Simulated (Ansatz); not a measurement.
Sn4H7⁻, relaxed as a singlet with RKS PBE-D4/def2-SVPD in Ansatz, starting from the GFN1-xTB geometry. Force threshold 0.02 eV/Å.

In the def2 sets Sn takes a core potential; there is no spin–orbit coupling. Another isomer (singlet) lies 0.96 eV lower at PBE0-D4/def2-TZVPD; other spin states weren't run for this one.

Start:

| atom | x (Å) | y (Å) | z (Å) |
| --- | --- | --- | --- |
| Sn1 | -0.4081 | -0.8272 | -0.1703 |
| Sn2 | 1.7330 | 0.5151 | -2.0535 |
| Sn3 | 0.2670 | 1.8624 | 0.1616 |
| Sn4 | -2.4690 | 1.0946 | 1.0203 |
| H5 | 3.2430 | 1.0707 | -1.2521 |
| H6 | -2.2834 | -0.6979 | 0.5062 |
| H7 | -0.2977 | -2.4113 | 0.5605 |
| H8 | 1.1368 | 1.3833 | 1.6320 |
| H9 | 2.1542 | -1.1212 | -1.4306 |
| H10 | -1.9294 | 0.5660 | 2.6392 |
| H11 | -1.1463 | -1.4345 | -1.6133 |

Task: Estimate the energy that the relaxation releases and the steps that it takes.

Result: 42.3 kJ/mol, in 12 steps; 31 s on 4 threads of Arm Neoverse V2 on a shared host. No frequencies were taken in this run, so the end may be a saddle point.

Task: Does the start keep its bonding?

Result: By distances, no bond broke or formed. The bond that changes most is Sn3–Sn4, from 2.97 to 3.15 Å (atoms count from 1).

Task: Predict the relaxed structure.

Result: 
```xyz
11

Sn   -0.2723   -0.7826   -0.3415
Sn    2.0228    0.6954   -2.0600
Sn    0.1626    2.0584    0.0942
Sn   -2.6319    0.9371    1.0313
H     3.2475    0.4828   -0.7465
H    -2.2883   -0.8782    0.6751
H     0.2745   -2.1390    0.6094
H     1.0844    1.4514    1.5213
H     1.4817   -1.0806   -1.7570
H    -1.9033    0.6841    2.6666
H    -1.1778   -1.4287   -1.6928
```
Bond lengths (bridged metal pairs left out): 5 × Sn–Sn 2.91 to 3.23 Å; 7 × H–Sn 1.74 to 1.88 Å.
